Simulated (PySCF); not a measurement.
Excitations are Tamm–Dancoff values on a coarser integration grid. The basis has no diffuse functions, so Rydberg states are missing or too high.

Cartesian coordinates (Å):
SMILES: C=CC1CC1
```xyz
13

C      2.2670     0.0847     0.1452
C      1.0208     0.2956    -0.2749
C     -0.1891    -0.2726     0.3384
C     -1.3642    -0.6469    -0.5414
C     -1.4658     0.5427     0.3598
H      3.1164     0.5353    -0.3534
H      2.4779    -0.5463     1.0027
H      0.8531     0.9361    -1.1399
H     -0.0152    -0.9095     1.1989
H     -1.9175    -1.5406    -0.2822
H     -1.2599    -0.4742    -1.6055
H     -1.4309     1.5279    -0.0888
H     -2.0892     0.4713     1.2420
```
Charge 0, spin multiplicity 1.

Question: Estimate the brightest of the four lowest singlets (TDA), S1–T1 gap (TDA), LUMO, HOMO–LUMO gap, dipole moment, T1 excitation (TDA), HOMO and S1 oscillator strength that TPSSh-D3(BJ)/def2-TZVP (PySCF 2.14.0) returns for this input.

Answer: 
```
Property                                        Value
-------------------------------------------  --------
brightest of the four lowest singlets (TDA)   7.01 eV
S1–T1 gap (TDA)                               2.77 eV
LUMO                                         -0.01 eV
HOMO–LUMO gap                                 6.17 eV
dipole moment                                  0.63 D
T1 excitation (TDA)                           4.24 eV
HOMO                                         -6.18 eV
S1 oscillator strength                          0.631
```
